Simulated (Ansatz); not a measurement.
Consider the cleavage of the Si–B bond: `FB[SiH2]Cl` + `CCS` → `CCS[SiH2]Cl` + `BF`.

Gas-phase electronic energies from Ansatz, PBE0-D4/def2-TZVP geometries. CBS: MP2 limit from def2 TZ/QZ plus the TZ coupled-cluster correction, frozen cores. This one scheme is used for every species. One conformer a species, not always the lowest.

```tsv
species	CCSD(T)/CBS(def2) energy (Eh)
`FB[SiH2]Cl`	-875.32301
`CCS`	-477.49091
`CCS[SiH2]Cl`	-1227.02958
`BF`	-125.82039
```

**Question.** Work out ΔE.

**Answer.** ΔE = (-1227.02958) + (-125.82039) − (-875.32301) − (-477.49091) = -0.03605 Eh = -94.6 kJ/mol.

Largest T1 diagnostic among the species: 0.013.

From PBE to PBE0 (25 % exact exchange), in def2-TZVPP and without D4, ΔE moves by −4.0 kJ/mol. In def2-TZVPP, CCSD(T) changes the Hartree–Fock value by −3.6 kJ/mol (the triples alone add −2.7 kJ/mol) and MP2 by −17.0 kJ/mol.
